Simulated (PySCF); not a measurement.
Match the calculated data to a structure.

All candidates are C4H12OSi.

* NMR, other nuclei: isotropic shieldings of nuclei other than C and H, by class: 340 (1 O), 355 (1 Si) ppm [GIAO PBE0/pcSseg-1]
* 1H NMR: chemical shifts (computed TMS as zero) by class: 4.70 (2 H), 3.60 (3 H), 1.13 (6 H), 0.45 (1 H) ppm [GIAO PBE0/pcSseg-1]
* Rotational structure: rotational constants A, B, C: 4.569, 1.564, 1.524 GHz [PBE0-D3(BJ)/def2-SVP]
* XPS: Si2p3/2 106.8, C1s 290.1, C1s 290.4 (×2), C1s 292.3, O1s 537.8, Si1s 1846.6 eV [ΔSCF SCAN, pcX-2 on the ionised atom, pcseg-1 elsewhere, spin-free X2C, 2p3/2 from a spin–orbit splitting computed afterwards within the 2p shell]
* 13C NMR: chemical shifts (computed TMS as zero) by class: 54.0 (1 C), 18.5 (2 C), 16.2 (1 C) ppm [GIAO PBE0/pcSseg-1]
* Polarisability: 81.7 au [PBE0/def2-SVPD]
* Dipole: 0.28 D [PBE0/def2-SVPD]
* UV, strongest line: among the 10 lowest singlet transitions: S7 at 8.23 eV (151 nm, f = 0.104) [TDDFT PBE0/def2-SVPD]

Electronic properties: PySCF, gas phase, density fitting. Levels stand in brackets. One conformer (not necessarily the lowest) at the PBE0-D3(BJ)/def2-SVP geometry, without solvent, vibrations or thermal averaging. Each NMR value is the plain mean over a class of atoms that symmetry, rotation or inversion makes alike.

Question: Which candidate is it?
A. `CO[SiH2]C(C)C`
B. `CO[Si](C)(C)C`
C. `CCCCO[SiH3]`

Answer: A. It is `CO[SiH2]C(C)C`. Numbering: `[CH3:1][O:2][SiH2:3][CH:4]([CH3:5])[CH3:6]`. Its formula, C4H12OSi, gives 0 degrees of unsaturation, so no ring and no π bond. 4 carbons fall into 3 classes; from least to most shielded: methoxy carbon [C1] (54.0 ppm), methyl carbon [C5/C6] (18.5 ppm, 2 C), sp3 carbon bound to silicon [C4] (16.2 ppm). Hydrogen classes from least to most shielded: 2 H on an oxygen-bound silicon, Si3 (4.70 ppm), 3 H on a methoxy carbon, C1 (3.60 ppm), 6 H on 2 methyl carbons, C5/C6 (1.13 ppm), 1 H on an sp3 carbon bound to silicon, C4 (0.45 ppm). The other shieldings belong to: 340 ppm, silyl ether oxygen [O2]; 355 ppm, oxygen-bound silicon [Si3]. The core levels belong to: Si2p3/2 106.8 eV, oxygen-bound silicon [Si3]; C1s 290.1 eV, sp3 carbon bound to silicon [C4]; C1s 290.4 eV, methyl carbon [C5/C6]; C1s 292.3 eV, methoxy carbon [C1]; O1s 537.8 eV, silyl ether oxygen [O2]; Si1s 1846.6 eV, oxygen-bound silicon [Si3]. The optimised geometry has point group Cs and is an asymmetric top.

The others, at the same levels:
- `CO[Si](C)(C)C` fails: its computed core binding energies are Si2p3/2 106.4, C1s 289.9 (×3), C1s 292.1, O1s 537.5, Si1s 1846.3 eV, rotational constant A is 3.074 GHz (against 4.569 GHz) and smallest rotational constant is 2.017 GHz (against 1.524 GHz).
- `CCCCO[SiH3]` fails: it has 4 carbon classes against 3; its computed 13C shifts are 68.1 (1 C), 37.6 (1 C), 22.3 (1 C), 16.3 (1 C) ppm, 1H shifts are 4.79 (3 H), 3.58 (2 H), 1.37 (2 H), 1.31 (2 H), 1.00 (3 H) ppm and rotational constant A is 8.132 GHz (against 4.569 GHz).

Each candidate is one conformer, not necessarily the lowest. The conformers computed, where there is a choice (atom-mapped SMILES and torsion angles):
- `[CH3:1][O:2][SiH2:3][CH:4]([CH3:5])[CH3:6]`: C1–O2–Si3–C4 180°, O2–Si3–C4–C5 62°
- `[CH3:1][CH2:2][CH2:3][CH2:4][O:5][SiH3:6]`: C1–C2–C3–C4 177°, C2–C3–C4–O5 -62°, C3–C4–O5–Si6 172°
